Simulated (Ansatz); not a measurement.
**Nudged elastic band run: C2H6OSn**

The input (input.yaml):

```yaml
crystal:
  periodic: [false, false, false]
  atoms:
    - { symbol: C, position_ang: [-0.80957, 0.736782, -0.495085] }
    - { symbol: C, position_ang: [-0.549622, -0.777287, -0.294627] }
    - { symbol: Sn, position_ang: [1.273663, -0.19516, 0.735097] }
    - { symbol: O, position_ang: [0.276917, 1.457458, 0.092344] }
    - { symbol: H, position_ang: [-0.891414, 0.983515, -1.572781] }
    - { symbol: H, position_ang: [-1.766349, 1.036891, -0.022099] }
    - { symbol: H, position_ang: [-1.28594, -1.301749, 0.332462] }
    - { symbol: H, position_ang: [-0.386291, -1.350924, -1.219203] }
    - { symbol: H, position_ang: [1.403922, -0.270937, 2.448237] }
    - { symbol: H, position_ang: [2.817784, -0.369888, -0.001245] }
basis:
  gaussian: { orbitals: def2-SVP }
hamiltonian:
  xc: r2scan
neb:
  order_check: false
  images: 7
  f_tol: 0.05
  max_iterations: 60
  final_atoms:
    - { symbol: C, position_ang: [-1.01362392, 0.23993261, -0.34577604] }
    - { symbol: C, position_ang: [-1.43287571, -1.01510128, -0.49007669] }
    - { symbol: Sn, position_ang: [2.17504274, -0.57490154, 0.60483822] }
    - { symbol: O, position_ang: [0.31564807, 0.58566258, -0.48046211] }
    - { symbol: H, position_ang: [0.4548305, 1.51865808, -0.26511236] }
    - { symbol: H, position_ang: [-1.67840814, 1.08179299, -0.12283994] }
    - { symbol: H, position_ang: [-2.49481678, -1.23942598, -0.38326996] }
    - { symbol: H, position_ang: [-0.73694525, -1.82989889, -0.70962883] }
    - { symbol: H, position_ang: [1.52401529, 0.22576658, 2.06729491] }
    - { symbol: H, position_ang: [2.97023321, 0.95621584, 0.1281328] }
  initial_path:
    images:
      - { positions_ang: [[-0.80957, 0.736782, -0.495085], [-0.549622, -0.777287, -0.294627], [1.273663, -0.19516, 0.735097], [0.276917, 1.457458, 0.092344], [-0.891414, 0.983515, -1.572781], [-1.766349, 1.036891, -0.022099], [-1.28594, -1.301749, 0.332462], [-0.386291, -1.350924, -1.219203], [1.403922, -0.270937, 2.448237], [2.817784, -0.369888, -0.001245]] }
      - { positions_ang: [[-0.8268625, 0.68488878, -0.51624662], [-0.54484699, -0.79686435, -0.27892675], [1.25323953, -0.18335884, 0.71166248], [0.26122662, 1.43315108, 0.04561125], [-0.77313884, 1.12503709, -1.47446015], [-1.79460026, 0.99689061, -0.04144371], [-1.26185899, -1.30475196, 0.37632115], [-0.3618652, -1.3790977, -1.19775342], [1.35150406, -0.24030642, 2.44742893], [2.78030258, -0.38688729, -0.06909316]] }
      - { positions_ang: [[-0.844155, 0.63299556, -0.53740824], [-0.54007198, -0.8164417, -0.2632265], [1.23281607, -0.17155769, 0.68822796], [0.24553624, 1.40884415, -0.00112151], [-0.65486369, 1.26655919, -1.3761393], [-1.82285152, 0.95689022, -0.06078842], [-1.23777798, -1.30775493, 0.4201803], [-0.33743941, -1.40727139, -1.17630384], [1.29908611, -0.20967585, 2.44662087], [2.74282115, -0.40388657, -0.13694133]] }
      - { positions_ang: [[-0.8614475, 0.58110234, -0.55856986], [-0.53529697, -0.83601905, -0.24752625], [1.2123926, -0.15975653, 0.66479344], [0.22984587, 1.38453723, -0.04785426], [-0.53658853, 1.40808128, -1.27781845], [-1.85110278, 0.91688983, -0.08013313], [-1.21369697, -1.31075789, 0.46403945], [-0.31301361, -1.43544509, -1.15485426], [1.24666817, -0.17904527, 2.4458128], [2.70533973, -0.42088586, -0.20478949]] }
      - { positions_ang: [[-0.87874, 0.52920912, -0.57973148], [-0.53052196, -0.85559639, -0.23182599], [1.19196914, -0.14795538, 0.64135892], [0.21415549, 1.3602303, -0.09458701], [-0.41831338, 1.54960338, -1.1794976], [-1.87935404, 0.87688944, -0.09947784], [-1.18961596, -1.31376085, 0.5078986], [-0.28858782, -1.46361878, -1.13340468], [1.19425022, -0.1484147, 2.44500473], [2.66785831, -0.43788514, -0.27263766]] }
      - { positions_ang: [[-0.91246098, 0.45688999, -0.52124262], [-0.7561104, -0.89547261, -0.29638867], [1.43773754, -0.25469192, 0.63222874], [0.23952864, 1.16658837, -0.19105579], [-0.20002741, 1.54186705, -0.95090129], [-1.82911756, 0.92811533, -0.10531836], [-1.51591617, -1.29517713, 0.28510646], [-0.40067718, -1.55518881, -1.02746072], [1.27669149, -0.05486938, 2.35057728], [2.74345203, -0.0893599, -0.17244504]] }
      - { positions_ang: [[-0.94618196, 0.38457086, -0.46275376], [-0.98169883, -0.93534883, -0.36095134], [1.68350594, -0.36142846, 0.62309857], [0.26490178, 0.97294644, -0.28752456], [0.01825856, 1.53413073, -0.72230498], [-1.77888109, 0.97934122, -0.11115889], [-1.84221637, -1.27659342, 0.06231432], [-0.51276654, -1.64675883, -0.92151675], [1.35913276, 0.03867594, 2.25614982], [2.81904576, 0.25916535, -0.07225243]] }
      - { positions_ang: [[-0.97990294, 0.31225173, -0.4042649], [-1.20728727, -0.97522506, -0.42551401], [1.92927434, -0.468165, 0.6139684], [0.29027493, 0.77930451, -0.38399334], [0.23654453, 1.5263944, -0.49370867], [-1.72864462, 1.0305671, -0.11699941], [-2.16851658, -1.2580097, -0.16047782], [-0.6248559, -1.73832886, -0.81557279], [1.44157402, 0.13222126, 2.16172237], [2.89463948, 0.6076906, 0.02794018]] }
      - { positions_ang: [[-1.01362392, 0.23993261, -0.34577604], [-1.43287571, -1.01510128, -0.49007669], [2.17504274, -0.57490154, 0.60483822], [0.31564807, 0.58566258, -0.48046211], [0.4548305, 1.51865808, -0.26511236], [-1.67840814, 1.08179299, -0.12283994], [-2.49481678, -1.23942598, -0.38326996], [-0.73694525, -1.82989889, -0.70962883], [1.52401529, 0.22576658, 2.06729491], [2.97023321, 0.95621584, 0.1281328]] }
```

Launched with:

```bash
$ ansatz run input.yaml --threads 2 --pin off --max-ram 3072MiB --backend cpu --events-out ev --progress --plain --runs-dir out
```

Output, in part (warnings, iteration lines, the closing report on the highest movable image, with atoms numbered from 0):

```
NEB end point (image 0): max|allowed force component| = 4.196e-3 eV/Å (the criterion of neb.relax_end_points is 1.000e-2)
NEB end point (image 8): max|allowed force component| = 8.682e-3 eV/Å (the criterion of neb.relax_end_points is 1.000e-2)
NEB iter   1: max|band force component| = 2.376e1 eV/Å  barrier→ = 6.1820 eV  barrier← = 5.8277 eV  Δτ_max = 0.1980 Å  (297 SCF iters)
NEB iter   2: max|band force component| = 2.772e0 eV/Å  barrier→ = 3.6070 eV  barrier← = 3.2527 eV  Δτ_max = 0.1970 Å  (239 SCF iters)
NEB iter   3: max|band force component| = 2.756e0 eV/Å  barrier→ = 2.8490 eV  barrier← = 2.4947 eV  Δτ_max = 0.2000 Å  (228 SCF iters)
NEB iter   4: max|band force component| = 2.777e0 eV/Å  barrier→ = 3.7721 eV  barrier← = 3.4178 eV  Δτ_max = 0.1014 Å  (240 SCF iters)
NEB iter   5: max|band force component| = 2.118e0 eV/Å  barrier→ = 3.9419 eV  barrier← = 3.5876 eV  Δτ_max = 0.1004 Å  (230 SCF iters)
NEB iter   6: max|band force component| = 2.091e0 eV/Å  barrier→ = 3.4424 eV  barrier← = 3.0881 eV  Δτ_max = 0.1010 Å  (223 SCF iters)
NEB iter   7: max|band force component| = 2.056e0 eV/Å  barrier→ = 2.8509 eV  barrier← = 2.4966 eV  Δτ_max = 0.0499 Å  (219 SCF iters)
NEB iter   8: max|band force component| = 1.210e0 eV/Å  barrier→ = 2.6489 eV  barrier← = 2.2947 eV  Δτ_max = 0.0500 Å  (219 SCF iters)
NEB iter   9: max|band force component| = 1.232e0 eV/Å  barrier→ = 2.6763 eV  barrier← = 2.3220 eV  Δτ_max = 0.0996 Å  (219 SCF iters)
NEB iter  10: max|band force component| = 7.606e-1 eV/Å  barrier→ = 2.7631 eV  barrier← = 2.4088 eV  Δτ_max = 0.0994 Å  (221 SCF iters)
NEB iter  11: max|band force component| = 9.018e-1 eV/Å  barrier→ = 2.7124 eV  barrier← = 2.3581 eV  Δτ_max = 0.0498 Å  (223 SCF iters)
NEB iter  12: max|band force component| = 5.611e-1 eV/Å  barrier→ = 2.7119 eV  barrier← = 2.3576 eV  Δτ_max = 0.1002 Å  (221 SCF iters)
NEB iter  13: max|band force component| = 5.114e-1 eV/Å  barrier→ = 2.4251 eV  barrier← = 2.0708 eV  Δτ_max = 0.1002 Å  (217 SCF iters)
NEB iter  14: max|band force component| = 2.053e0 eV/Å  barrier→ = 2.1271 eV  barrier← = 1.7728 eV  CI = image 3  Δτ_max = 0.0992 Å  (218 SCF iters)
NEB iter  15: max|band force component| = 1.941e0 eV/Å  barrier→ = 2.5667 eV  barrier← = 2.2124 eV  CI = image 3  Δτ_max = 0.1982 Å  (223 SCF iters)
NEB iter  16: max|band force component| = 1.152e0 eV/Å  barrier→ = 2.8936 eV  barrier← = 2.5393 eV  CI = image 3  Δτ_max = 0.1979 Å  (220 SCF iters)
NEB iter  17: max|band force component| = 8.173e-1 eV/Å  barrier→ = 3.0130 eV  barrier← = 2.6587 eV  CI = image 3  Δτ_max = 0.1977 Å  (222 SCF iters)
NEB iter  18: max|band force component| = 8.360e-1 eV/Å  barrier→ = 3.0826 eV  barrier← = 2.7283 eV  CI = image 3  Δτ_max = 0.1877 Å  (223 SCF iters)
NEB iter  19: max|band force component| = 5.436e-1 eV/Å  barrier→ = 3.0781 eV  barrier← = 2.7238 eV  CI = image 3  Δτ_max = 0.0977 Å  (220 SCF iters)
NEB iter  20: max|band force component| = 4.953e-1 eV/Å  barrier→ = 3.0479 eV  barrier← = 2.6936 eV  CI = image 3  Δτ_max = 0.1639 Å  (220 SCF iters)
NEB iter  21: max|band force component| = 1.796e-1 eV/Å  barrier→ = 3.0266 eV  barrier← = 2.6723 eV  CI = image 3  Δτ_max = 0.1173 Å  (217 SCF iters)
NEB iter  22: max|band force component| = 1.818e-1 eV/Å  barrier→ = 3.0078 eV  barrier← = 2.6535 eV  CI = image 3  Δτ_max = 0.0588 Å  (212 SCF iters)
NEB iter  23: max|band force component| = 1.554e-1 eV/Å  barrier→ = 2.9960 eV  barrier← = 2.6417 eV  CI = image 3  Δτ_max = 0.0589 Å  (223 SCF iters)
NEB iter  24: max|band force component| = 1.384e-1 eV/Å  barrier→ = 2.9845 eV  barrier← = 2.6302 eV  CI = image 3  Δτ_max = 0.0591 Å  (221 SCF iters)
NEB iter  25: max|band force component| = 1.116e-1 eV/Å  barrier→ = 2.9728 eV  barrier← = 2.6185 eV  CI = image 3  Δτ_max = 0.0594 Å  (220 SCF iters)
NEB iter  26: max|band force component| = 3.637e-1 eV/Å  barrier→ = 2.9609 eV  barrier← = 2.6066 eV  CI = image 3  Δτ_max = 0.0295 Å  (219 SCF iters)
NEB iter  27: max|band force component| = 1.288e-1 eV/Å  barrier→ = 2.9556 eV  barrier← = 2.6013 eV  CI = image 3  Δτ_max = 0.0591 Å  (227 SCF iters)
NEB iter  28: max|band force component| = 1.209e-1 eV/Å  barrier→ = 2.9456 eV  barrier← = 2.5913 eV  CI = image 3  Δτ_max = 0.0591 Å  (221 SCF iters)
NEB iter  29: max|band force component| = 1.155e-1 eV/Å  barrier→ = 2.9367 eV  barrier← = 2.5824 eV  CI = image 3  Δτ_max = 0.0590 Å  (221 SCF iters)
NEB iter  30: max|band force component| = 1.014e-1 eV/Å  barrier→ = 2.9280 eV  barrier← = 2.5737 eV  CI = image 3  Δτ_max = 0.0591 Å  (216 SCF iters)
NEB iter  31: max|band force component| = 8.972e-2 eV/Å  barrier→ = 2.9205 eV  barrier← = 2.5662 eV  CI = image 3  Δτ_max = 0.0592 Å  (226 SCF iters)
NEB iter  32: max|band force component| = 8.731e-2 eV/Å  barrier→ = 2.9135 eV  barrier← = 2.5592 eV  CI = image 3  Δτ_max = 0.0589 Å  (217 SCF iters)
NEB iter  33: max|band force component| = 1.014e-1 eV/Å  barrier→ = 2.9077 eV  barrier← = 2.5534 eV  CI = image 3  Δτ_max = 0.0591 Å  (225 SCF iters)
NEB iter  34: max|band force component| = 1.104e-1 eV/Å  barrier→ = 2.9025 eV  barrier← = 2.5482 eV  CI = image 3  Δτ_max = 0.0590 Å  (224 SCF iters)
NEB iter  35: max|band force component| = 1.160e-1 eV/Å  barrier→ = 2.8989 eV  barrier← = 2.5447 eV  CI = image 3  Δτ_max = 0.0591 Å  (224 SCF iters)
NEB iter  36: max|band force component| = 1.010e-1 eV/Å  barrier→ = 2.8969 eV  barrier← = 2.5426 eV  CI = image 3  Δτ_max = 0.0590 Å  (226 SCF iters)
NEB iter  37: max|band force component| = 8.609e-2 eV/Å  barrier→ = 2.8957 eV  barrier← = 2.5414 eV  CI = image 3  Δτ_max = 0.0395 Å  (228 SCF iters)
NEB iter  38: max|band force component| = 7.025e-2 eV/Å  barrier→ = 2.8951 eV  barrier← = 2.5408 eV  CI = image 3  Δτ_max = 0.0274 Å  (195 SCF iters)
NEB iter  39: max|band force component| = 6.114e-2 eV/Å  barrier→ = 2.8950 eV  barrier← = 2.5407 eV  CI = image 3  Δτ_max = 0.0088 Å  (201 SCF iters)
NEB iter  40: max|band force component| = 3.736e-2 eV/Å  barrier→ = 2.8949 eV  barrier← = 2.5406 eV  CI = image 3  Δτ_max = 0.0000 Å  (454 SCF iters)
Total energy: -10042.55679356 eV, -369.0571550737 hartree
Atom 0 at    -0.584308    -0.015643    -0.190509 Å, force    -0.005041     0.008581     0.016330 eV/Å
Atom 1 at    -1.595535    -0.756669    -0.764967 Å, force    -0.001801    -0.006749    -0.011974 eV/Å
Atom 2 at     2.243144    -0.237733     1.106187 Å, force    -0.001642     0.000283    -0.003673 eV/Å
Atom 3 at     0.769577    -0.185519    -0.526486 Å, force     0.004862     0.000480     0.002092 eV/Å
Atom 4 at    -0.165486     0.742018    -1.030011 Å, force    -0.000750    -0.004536    -0.006689 eV/Å
Atom 5 at    -0.769738     0.575251     0.728553 Å, force    -0.001256    -0.003370    -0.001751 eV/Å
Atom 6 at    -2.633848    -0.542844    -0.502116 Å, force     0.002085     0.004363     0.004383 eV/Å
Atom 7 at    -1.377441    -1.482668    -1.552941 Å, force     0.002898     0.001630     0.000652 eV/Å
Atom 8 at     1.092775     0.633733     2.161496 Å, force     0.000684    -0.000182     0.000583 eV/Å
Atom 9 at     3.103961     1.218776     0.573893 Å, force    -0.000038    -0.000501     0.000048 eV/Å
Dipole moment:    -0.745452     0.044860    -0.319001 e Å
```

It converged. Neighbouring images differ by up to 2.2 eV, so the band resolves the path poorly. A vibrational analysis at the climbing image gives one clearly imaginary mode, 1364i cm⁻¹: a first-order saddle point. The orbitals stay closed-shell, which can raise the energy where a bond breaks towards radicals; this wasn't checked here.

Final band (atoms are numbered from 1 in the order of the input):

```csv
image,path coordinate (Å),energy (eV),C1–H5 (Å),C2–Sn3 (Å),O4–H5 (Å)
0,0.00,0.00,1.11,2.17,2.09
1,1.75,0.64,1.10,2.37,2.07
2,3.50,2.10,1.13,3.47,2.00
3,5.25,2.89,1.21,4.30,1.41
4,5.97,0.73,1.77,4.39,0.97
5,6.69,0.41,1.94,4.33,0.97
6,7.41,0.37,1.95,4.11,0.97
7,8.14,0.36,1.95,3.91,0.97
8,8.86,0.35,1.95,3.80,0.97
```

Time of the run: 6.4 min on 2 threads of Intel(R) Xeon(R) Platinum 8488C (Sapphire Rapids), with other jobs on the host, peak memory 0.22 GiB.
